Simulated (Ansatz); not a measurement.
Reactions of CH5FGeS, SMILES `F[CH2][GeH2][SH]`.

Isolated molecules relaxed with PBE0-D4/def2-TZVP in Ansatz; ΔE leaves out vibrations. CCSD(T)/CBS is the MP2 limit (def2-TZVPP, def2-QZVPP) plus CCSD(T) − MP2 in def2-TZVPP, frozen cores. This one scheme is used for every species. Functionals use def2-TZVPP. B3LYP here is the variant with VWN-RPA as its local correlation; programs differ in this. No spin–orbit coupling; open shells (•) take unrestricted orbitals. def2 core potentials past Kr. For Br, Ge, Se, Sn outer-core shells are correlated without core-valence functions, which leaves a few kJ/mol of doubt a bond. Scalar relativity is left out up to krypton. Each species was taken in one conformer, which may not be the lowest.

```csv
reaction,CCSD(T)/CBS(def2) (kcal/mol)
`F[CH2][GeH2][SH]` → `[CH]F` + `[SH][GeH3]`,89.7
`F[CH2][GeH2][SH]` → fluoromethane + `[SH][GeH]`,?
`F[CH2][GeH2][SH]` → `[CH2]` (triplet) + `[F][GeH2][SH]`,70.2
`F[CH2][GeH2][SH]` + `CC(O)(F)S` → `[OH][GeH]([SH])[CH2]F` + `CC(F)S`,-17.8
`F[CH2][GeH2][SH]` + HBr → `F[CH2][GeH2][Br]` + H₂S,-8.9
`F[CH2][GeH2][SH]` → `[CH2]F`• + `[SH][GeH2]`•,?
`F[CH2][GeH2][SH]` + `[SiH3][SiH2]S` → `FC[SiH]([SiH3])S` + `[SH][GeH3]`,-1.1
`F[CH2][GeH2][SH]` + HCl → `[SH][GeH2][Cl]` + fluoromethane,-23.9
`F[CH2][GeH2][SH]` + `[SeH][SnH3]` → `F[CH2][GeH3]` + `[SH][SnH2][SeH]`,-4.5
`F[CH2][GeH2][SH]` + SiH₄ → `[SiH3][CH2][GeH2][SH]` + H–F,?
```

(1) Fill in the missing values. (Estimate.)

Largest T1 diagnostic: 0.018, for `[CH]F`.

Answers

(1) The calculation gave: `F[CH2][GeH2][SH]` → fluoromethane + `[SH][GeH]`: +17.0 kcal/mol; `F[CH2][GeH2][SH]` → `[CH2]F`• + `[SH][GeH2]`•: +77.4 kcal/mol; `F[CH2][GeH2][SH]` + SiH₄ → `[SiH3][CH2][GeH2][SH]` + H–F: -29.2 kcal/mol.
